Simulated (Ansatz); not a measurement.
Reactions of C₃H₈BNO, SMILES `COCBC=N`.

Gas-phase electronic energies from Ansatz, PBE0-D4/def2-TZVP geometries. CCSD(T)/CBS adds triple-zeta CCSD(T) − MP2 to the extrapolated MP2 energy (def2 sets, frozen cores). This one scheme is used for every species, atoms too. Double bonds are as drawn, so ΔE can hold a change between cis and trans. No spin–orbit coupling; open shells (•) take unrestricted orbitals. Spin–orbit coupling would lower the free atoms: a little for B, C, O. Each species was taken in one conformer, which may not be the lowest.

(1) Order these by ΔE at CCSD(T)/CBS, lowest first. (An estimate is asked.)
A. `COCBC=N` + BH₃ → `BBCOC` + `C=N`
B. `COCBC=N` → `C/N=C(\C)BO`
C. `COCBC=N` + `OCF` → `N=COCF` + `BCOC`
D. `COCBC=N` + H₂O → `N=CBO` + `COC`
E. `COCBC=N` + H₂ → `BCOC` + `C=N`
F. `COCBC=N` → `B/C=C(\O)CN`
G. `COCBC=N` + `CBF` → `CB(F)BC=N` + `COC`
H. `COCBC=N` → B• + 3 C• + 8 H• + N• + O•

Largest T1 diagnostic: 0.015, for `CB(F)BC=N`.

Results:

(1) B (-237.1 kJ/mol), D (-150.0 kJ/mol), F (-58.9 kJ/mol), E (-9.5 kJ/mol), A (+12.1 kJ/mol), G (+34.2 kJ/mol), C (+43.5 kJ/mol), H (+5408.9 kJ/mol).
